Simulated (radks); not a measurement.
Question: Species: Mn5+. Configuration: [Ar] 3d2 (the NIST ground configuration). Calculated with a radial shooting solver on a logarithmic mesh with Libxc functionals: Dirac Kohn-Sham, PBE, spin-unpolarised, spherical densities, point nucleus; open shells fill j = l - 1/2 first. Some entries of the table are withheld. Estimate them.

orbital,occ.,eigenvalue (eV),<1/r> (bohr^-1)
1s1/2,2,-6512.449,(1)
2s1/2,2,-830.0490,5.324
2p1/2,2,(2),5.265
2p3/2,4,(3),5.179
3s1/2,2,-165.1957,1.727
3p1/2,2,(4),1.622
3p3/2,4,(5),1.604
3d3/2,2,(6),1.377
3d5/2,0,(7),1.373

Answer: 
(1) 1s1/2 <1/r> (bohr^-1): 24.93
(2) 2p1/2 eigenvalue (eV): -723.1235
(3) 2p3/2 eigenvalue (eV): -712.7030
(4) 3p1/2 eigenvalue (eV): -133.9531
(5) 3p3/2 eigenvalue (eV): -132.5254
(6) 3d3/2 eigenvalue (eV): -82.5940
(7) 3d5/2 eigenvalue (eV): -82.4144
